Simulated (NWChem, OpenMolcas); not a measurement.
## How basis sets differ on GeClF (SMILES [F][Ge][Cl])

GeClF has 3 atoms, charge 0, and is taken as a singlet. SMILES: `[F][Ge][Cl]`. The shape is that of a PBE0-D4/def2-TZVP optimisation.

```xyz
3

F     0.1104    1.4187    0.2062
Ge   -0.7628    0.0356   -0.4103
Cl    0.6416   -1.5191    0.1910
```

Each level gives the dipole moment (D). The values are calculated.

```
        level  kind     program  value (D)  CPU time
    PBE/3-21G   GGA      NWChem       2.43     4.3 s
    PBE/6-31G   GGA      NWChem       2.51      13 s
 PBE/6-311G**   GGA      NWChem       2.30      15 s
PBE/def2-TZVP   GGA  OpenMolcas       2.09      58 s
```

All-electron rows without a relativistic Hamiltonian named are non-relativistic. The values span 2.09 to 2.51 D. Sets without polarisation functions give poor dipoles. Times are those of the runs behind each value, whatever else they computed, on shared processors of several kinds: orders of magnitude only.
